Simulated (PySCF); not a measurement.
# Correlation energy of P (phosphorus, neutral)

[Ne] 3s2 3p3, high-spin 4S determinant. Calculation: PySCF 2.14, in x2c-QZVPPall (9s6p4d2f1g, 70 functions); scalar relativity by spin-free X2C-1e. Frozen: 1s2; 13 electrons correlated.

| level | correlation energy (mhartree) |
| --- | --- |
| CCSD | -291.37 |
| (T) | -6.48 |
| CCSD(T) | -297.85 |

Diagnostics: T1 = 0.0048, D1 = 0.0157, largest double amplitude 0.051.

Cost of the coupled-cluster step: roughly 30 core-seconds, for 13 correlated electrons.

Iterations:

```
CC2 = 0
CCSD nocc = (np.int64(8), np.int64(5)), nmo = (69, 69)
frozen orbitals [[0], [0]]
max_cycle = 100
direct = 0
conv_tol = 1e-08
conv_tol_normt = 1e-06
diis_space = 8
diis_start_cycle = 0
Init t2, MP2 energy = -0.277689766316182
Init E_corr(UCCSD) = -0.277689766320028
cycle = 1  E_corr(UCCSD) = -0.287306956165936  dE = -0.00961718985  norm(t1,t2) = 0.0394803
cycle = 2  E_corr(UCCSD) = -0.290366196198931  dE = -0.00305924003  norm(t1,t2) = 0.0113411
cycle = 3  E_corr(UCCSD) = -0.291376220490974  dE = -0.00101002429  norm(t1,t2) = 0.00420511
cycle = 4  E_corr(UCCSD) = -0.291380310896284  dE = -4.09040531e-06  norm(t1,t2) = 0.00061118
cycle = 5  E_corr(UCCSD) = -0.291365499474979  dE = 1.48114213e-05  norm(t1,t2) = 0.000115264
cycle = 6  E_corr(UCCSD) = -0.29136714666613  dE = -1.64719115e-06  norm(t1,t2) = 2.08677e-05
cycle = 7  E_corr(UCCSD) = -0.291367261441029  dE = -1.14774899e-07  norm(t1,t2) = 5.58381e-06
cycle = 8  E_corr(UCCSD) = -0.29136714669376  dE = 1.14747269e-07  norm(t1,t2) = 1.43375e-06
cycle = 9  E_corr(UCCSD) = -0.291367166421678  dE = -1.9727918e-08  norm(t1,t2) = 3.06945e-07
cycle = 10  E_corr(UCCSD) = -0.291367164387823  dE = 2.03385514e-09  norm(t1,t2) = 3.62471e-08
UCCSD converged
E(UCCSD) = -341.8283441999487  E_corr = -0.2913671643878231
UCCSD(T) correction = -0.00647645006715466
```

This basis was not built for core-valence correlation, so the inner-shell part is incomplete.
